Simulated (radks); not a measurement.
Fractional charge and spin in the 5p shell of barium: the spin-up occupation runs from 2 to 3 and the spin-down occupation from 2 to 3; the fullest corner is Ba, [Kr] 4d10 5s2 6s2 5p(up 3, down 3). All-electron calculation, scalar-relativistic Kohn-Sham, LDA (Slater exchange, Perdew-Wang correlation), spin-polarised, spherical densities, point nucleus. Program: a radial shooting solver on a logarithmic mesh with Libxc functionals. Energy (eV) above the fullest corner. The planes named below are the two flat planes that join the four corners, with an edge along up + down = one added electron.

down \ up,2,2.5,3
2,56.726,38.709,23.219
2.5,38.709,23.390,10.478
3,23.219,10.478,0.000

Corners above the fullest one (they belong to Ba+ and the next ion): (up 3, down 2) 23.219 eV, (up 2, down 3) 23.219 eV, (up 2, down 2) 56.726 eV. With half an added electron in each spin the energy lies 0.172 eV from the planes, and with half an added electron in spin up alone -1.263 eV. The planes are only a guide here: the flat-plane condition holds for ground states with one frontier orbital, while this shell lies below other occupied shells, so the corners above the fullest one are inner-hole states and not the ground states of those ions.
